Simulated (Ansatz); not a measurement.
Input for Ansatz (a program for electronic structure): U-PBE0/def2-TZVPP on C3H2 (SMILES [CH]C#C), 2S+1 = 3, a spin state set in the input, which need not be the lowest.

Ansatz 0.2 input:
```yaml
crystal:
  periodic: [false, false, false]
  atoms:
    - {symbol: C, position_ang: [-1.22982616, -0.26597044, -0.14492233]}
    - {symbol: C, position_ang: [-0.00060308, 0.00653588, -0.00585868]}
    - {symbol: C, position_ang: [1.23212629, 0.24104288, 0.16726705]}
    - {symbol: H, position_ang: [-2.23521127, -0.47809025, -0.41479841]}
    - {symbol: H, position_ang: [2.22502897, 0.58844029, 0.31588214]}
basis:
  gaussian:
    orbitals: def2-TZVPP
hamiltonian:
  xc: {name: PBE0}
magnetization: {spin_polarized: true, initial_magnetization: 2}
```

It printed:

```
WARN ansatz: RAYON_NUM_THREADS=2 ignored (pool sized by the plan → 2); use --threads N
Functional definition: PBE0
integrals: 0.02 GiB planned
658 factors; their error is unknown
mean field: 0.38 GiB planned
mean field evaluation 1: about -3131.4916 eV, gradient 2.8e1 eV
mean field evaluation 2: about -3131.4724 eV, gradient 2.8e1 eV
mean field evaluation 4: about -3135.6840 eV, gradient 1.6e0 eV
mean field evaluation 8: about -3135.7211 eV, gradient 2.7e-2 eV
mean field evaluation 16: about -3135.7211 eV, gradient 3.5e-5 eV
mean field -3135.72113780 eV, -115.2356263460 hartree, gradient 3.5e-5 eV, S^2 2.075884; 0 other end points of the search recorded, 0 dependent functions left out
reference -3135.72116307 eV, -115.2356272747 hartree; 11, 9 occupied and 110, 112 virtual orbitals, 658 factors
Total energy: -3135.72116307 eV, -115.2356272747 hartree
```

Self-consistency was reached.

Cost: roughly 2.5 core-seconds.
